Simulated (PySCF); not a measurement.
HTe, SMILES [TeH], multiplicity 2. Atoms are numbered in the order given.

```xyz
2

Te     0.0000     0.0000    -0.0313
H      0.0000     0.0000     1.6275
```
Charge 0, spin multiplicity 2.

Coordinates come from a PBE0-D3(BJ)/def2-TZVPD optimisation. The def2 effective core potentials stand for the cores of Te; spin–orbit coupling is left out.

The numbers are results of PBE/def2-TZVPD (PySCF), not measurements.

Isolated molecule, no solvent.

```json
{
  "total_energy": "-268.58269 hartree",
  "point_group": "C∞v",
  "α spin, highest occupied and lowest empty level": "-5.69 and -1.35 eV",
  "β spin, highest occupied and lowest empty level": "-5.40 and -5.23 eV",
  "dipole_moment": "0.08 D",
  "⟨S²⟩": "0.753 (pure state 0.75)"
}
```
